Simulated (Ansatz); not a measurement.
Reaction (formal loss of a carbene): `[CH3][AlH][SnH2][OH]` → `[CH2]` (triplet) + `[OH][SnH2][AlH2]`

Calculated with Ansatz (gas phase, PBE0-D4/def2-TZVP geometries, no zero-point term in ΔE). CCSD(T)/CBS is the MP2 limit (def2-TZVPP, def2-QZVPP) plus CCSD(T) − MP2 in def2-TZVPP, frozen cores. This one scheme is used for every species. DFT in def2-TZVPP. Triplets are unrestricted, without spin–orbit coupling. def2 core potentials past Kr. For Sn outer-core shells are correlated without core-valence functions, which leaves a few kJ/mol of doubt a bond. Each species was taken in one conformer, which may not be the lowest.

```
             level  ΔE (kJ/mol)
            B2PLYP        477.4
    MP2/def2-TZVPP        489.7
CCSD(T)/def2-TZVPP        473.6
SCS-MP2/def2-QZVPP        495.5
```

(1) What does CCSD(T)/CBS give? (An estimate is asked.)

Largest T1 diagnostic among the species: 0.014.

Results:

(1) The calculation gave: +487.0 kJ/mol. The listed levels differ from it by -9.6, 2.7, -13.4, 8.5 kJ/mol.

The D4 term adds +8.8 kJ/mol with B3LYP and +4.9 kJ/mol with PBE0; it sums over pairs of atoms, weighted by their polarisabilities, and B3LYP, whose exchange is more repulsive, gets the larger term. In def2-TZVPP, CCSD(T) changes the Hartree–Fock value by +141.9 kJ/mol (the triples alone add +11.6 kJ/mol) and MP2 by +158.0 kJ/mol. From PBE to PBE0 (25 % exact exchange), in def2-TZVPP and without D4, ΔE moves by −8.6 kJ/mol.

B3LYP here is the variant with VWN-RPA as its local correlation; programs differ in this.
